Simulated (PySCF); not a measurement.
C₂H₇GeN, SMILES [N]([GeH])(C)C (connectivity only; charge and spin as stated), neutral, multiplicity 1.

Geometry: PBE0-D3(BJ)/def2-SVP. The structure was generated by enumeration; whether it is a known compound was not checked.

Level of theory: ωB97X/def2-TZVP (PySCF).

Symmetry labels are those of the subgroup Cs that the program uses (full group Cs).

Computed valence orbital energies around the gap with their symmetry:
| orbital | symmetry | energy (eV) |
|---|---|---|
| HOMO−7 | A" | -15.53 |
| HOMO−6 | A' | -15.37 |
| HOMO−5 | A' | -14.36 |
| HOMO−4 | A" | -13.57 |
| HOMO−3 | A' | -13.01 |
| HOMO−2 | A' | -11.65 |
| HOMO−1 | A" | -9.22 |
| HOMO | A' | -8.72 |
| LUMO | A" | 0.36 |
| LUMO+1 | A' | 2.61 |
| LUMO+2 | A' | 3.59 |
| LUMO+3 | A' | 4.13 |
